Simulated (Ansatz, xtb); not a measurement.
Relative energy of two isomers of C5H8N2O

We compare a, `N/C=C1\CCN=C1O`, a singlet, with b, `[H]/N=C/[C@@H]1CCNC1=O`, a singlet. Both are isolated molecules in the gas phase, relaxed with r2SCAN-D4/def2-SVP; the shapes shown needn't be the lowest conformers.

a (Å):

```json
{"atom": "C", "x (Å)": "0.6486", "y (Å)": "-0.0722", "z (Å)": "-0.0599"}
{"atom": "C", "x (Å)": "-0.6350", "y (Å)": "-0.5043", "z (Å)": "-0.0328"}
{"atom": "C", "x (Å)": "-1.9145", "y (Å)": "0.2868", "z (Å)": "-0.1413"}
{"atom": "C", "x (Å)": "-2.9993", "y (Å)": "-0.8305", "z (Å)": "-0.0042"}
{"atom": "C", "x (Å)": "-1.0541", "y (Å)": "-1.8896", "z (Å)": "0.0986"}
{"atom": "N", "x (Å)": "1.0441", "y (Å)": "1.2284", "z (Å)": "-0.2442"}
{"atom": "N", "x (Å)": "-2.3193", "y (Å)": "-2.1147", "z (Å)": "0.1179"}
{"atom": "O", "x (Å)": "-0.1348", "y (Å)": "-2.8650", "z (Å)": "0.2000"}
{"atom": "H", "x (Å)": "1.9771", "y (Å)": "1.4873", "z (Å)": "0.0499"}
{"atom": "H", "x (Å)": "0.3473", "y (Å)": "1.9544", "z (Å)": "-0.1192"}
{"atom": "H", "x (Å)": "1.4593", "y (Å)": "-0.8041", "z (Å)": "0.0220"}
{"atom": "H", "x (Å)": "-2.0077", "y (Å)": "1.0539", "z (Å)": "0.6504"}
{"atom": "H", "x (Å)": "-1.9921", "y (Å)": "0.8190", "z (Å)": "-1.1076"}
{"atom": "H", "x (Å)": "-3.6430", "y (Å)": "-0.6661", "z (Å)": "0.8792"}
{"atom": "H", "x (Å)": "-3.6788", "y (Å)": "-0.8478", "z (Å)": "-0.8751"}
{"atom": "H", "x (Å)": "-0.6388", "y (Å)": "-3.6912", "z (Å)": "0.2831"}
```

b (Å):

```xyz
16

C    -1.2830    0.9470   -0.1988
C    -0.5468    0.0871    0.7963
C     0.7411   -0.5416    0.2658
C     0.2859   -1.8933   -0.3118
C    -1.4608   -1.1233    1.1069
N    -0.8465    1.1294   -1.3797
N    -0.8933   -2.1952    0.4820
O    -2.4969   -1.1055    1.7389
H    -1.4940    1.7234   -1.9094
H    -2.2354    1.3658    0.1863
H    -0.4247    0.6620    1.7303
H     1.2257    0.0864   -0.4940
H     1.4416   -0.7089    1.0986
H     0.0364   -1.8025   -1.3853
H     1.0530   -2.6771   -0.2024
H    -1.3938   -3.0768    0.4348
```

Energies in hartree; the thermal terms are from GFN2-xTB frequencies at re-optimised GFN2-xTB minima (ideal gas, soft modes damped towards free rotors, one conformer each, 298.15 K, 1 atm) and include the zero-point energy:

```
                              a           b
E, CCSD(T)/def2-SVP  −378.732583  −378.755307
    E, MP2/def2-SVP  −378.633895  −378.655400
  E, MP2/def2-TZVPP  −379.341893  −379.355938
  zero-point energy     0.128137     0.128838
       H(298 K) − E     0.136917     0.137396
       G(298 K) − E     0.096103     0.096582
```

Correct the CCSD(T) difference for the basis set by the MP2 change, then work out ΔE, ΔE₀, ΔH and ΔG for a → b in kcal/mol (1 Eh = 627.51 kcal/mol) and the equilibrium ratio [b]/[a].

1. Differences b − a: CCSD(T) −0.022724, MP2 in the small set −0.021505, MP2 in the large set −0.014045 Eh.
2. ΔE = −0.022724 + (−0.014045 − (−0.021505)) = −0.015264 Eh = −9.58 kcal/mol.
3. ΔE₀ = ΔE + ΔZPE = −0.015264 + (+0.000701) Eh = −9.14 kcal/mol.
4. ΔH = ΔE + (+0.000479) Eh = −9.28 kcal/mol.
5. ΔG = ΔE + (+0.000479) Eh = −9.28 kcal/mol, so ΔS = (ΔH − ΔG)/T = 0.0 J/(mol K).
6. kT = 0.9442 mEh, so K = [b]/[a] = exp(−ΔG/kT) = exp(+15.66) ≈ 6.3 × 10^6.

Structure b is favoured at this temperature. An error of 1 kcal/mol in ΔG would change K by a factor of 5.4. The basis-set step is large, which makes the value less sure. Mirror images and further conformers aren't counted.

As drawn, b has 1 C–C, 1 C=O, 1 C–H in place of 1 C=C, 1 C–O, 1 O–H.

Other levels gave ΔE = −4.2 (GFN2-xTB); −6.5 (HF/STO-3G, GFN2-xTB geometries); −8.1 (r2SCAN-D4/def2-SVP//GFN2-xTB); −8.8 (r2SCAN-D4/def2-SVP); −13.4 (HF/def2-SVP); −13.5 (MP2/def2-SVP); −14.3 (CCSD(T)/def2-SVP) kcal/mol. The correlated steps freeze 8 core orbitals. Programs: Ansatz 0.2.0, xtb 6.7.1.
